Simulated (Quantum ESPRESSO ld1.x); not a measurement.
The numbers below are computed, except where a source is named.
Q: The silver ion Ag3+, configuration [Ar] 3d10 4s1 4p6 4d8 5p1 (not the ground configuration). Code: ld1.x of Quantum ESPRESSO 7.5. Model: scalar-relativistic Kohn-Sham, relativistic LDA (MacDonald-Vosko exchange, VWN5 correlation), spin-unpolarised, spherical densities, point nucleus. Some entries of the table are withheld. Estimate them.

orbital,occ.,eigenvalue (eV),<1/r> (bohr^-1)
1s,2,-25240.8,49.25
2s,2,(1),11.20
2p,6,-3388.02,10.83
3s,2,-731.195,3.933
3p,6,-606.860,3.751
3d,10,-409.401,(2)
4s,1,-142.071,1.541
4p,6,-105.036,1.398
4d,8,-50.8982,1.108
5s,0,-34.8590,0.5807
5p,1,-26.5268,0.4974
5d,0,-15.7566,0.3644
6p,0,-11.8357,0.2545
4f,0,-11.3459,0.3559

A: 
(1) 2s eigenvalue (eV): -3764.81
(2) 3d <1/r> (bohr^-1): 3.529
